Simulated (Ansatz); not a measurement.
```xyz
12

B     1.4280   -0.0304    0.0355
N     0.6698    1.2481   -0.0224
B    -0.7329    1.2092    0.0238
N    -1.4290    0.0111   -0.0439
B    -0.6942   -1.2508   -0.0409
N     0.6956   -1.2010   -0.0459
H     2.6644    0.0147   -0.0470
H     1.2501    2.0933   -0.0292
H    -1.3424    2.2632    0.0307
H    -2.4393   -0.0144    0.0434
H    -1.3586   -2.3112   -0.0377
H     1.1726   -2.1150   -0.0271
```

Basis set: 6-31G (spherical functions). Left uncorrelated: 6 orbitals. Charge 0, multiplicity 1.

Computed with Ansatz (development build ahead of 0.2.0); each method stands on the lowest determinant of its kind that the runs found. Restricted open shells among the atoms or ions are ROHF, correlated in semicanonical orbitals with singles.

The atomization energy at this shape (free ground-state atoms in the same class of orbitals less the molecule, no zero-point energy) of singlet B3N3H6:

```tsv
method	atomization energy
RHF-MP2	45.40 eV
```

Task: What does RHF give?

Result: 36.92 eV.

This basis has no polarisation functions and is too small for such energies, which can lie far from measured ones in either direction.
